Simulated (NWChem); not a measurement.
System: CH$_{4}$OSn, singlet; SMILES C[O][SnH]

Program: NWChem. Low-valent species are run as closed-shell singlets; no triplet was tried in these runs. def2 effective core potentials on Sn; no spin-orbit coupling. Each level has its own optimisation; frequencies are unscaled. One conformer.

```
level                                                 r H–Sn (Å)  r O–Sn (Å)  r C–O (Å)  highest harmonic frequency (cm⁻¹)  lowest (cm⁻¹)  zero-point energy (kcal/mol)
----------------------------------------------------  ----------  ----------  ---------  ---------------------------------  -------------  ----------------------------
Hartree-Fock/3-21G (all-electron, non-relativistic)        1.817       1.930      1.421                               3218            123                          31.4
Hartree-Fock/STO-3G (all-electron, non-relativistic)       1.667       1.882      1.414                               3649             67                          35.2
PBE0/def2-SVP (core potentials)                            1.802       1.994      1.392                               3077            128                          29.3
```
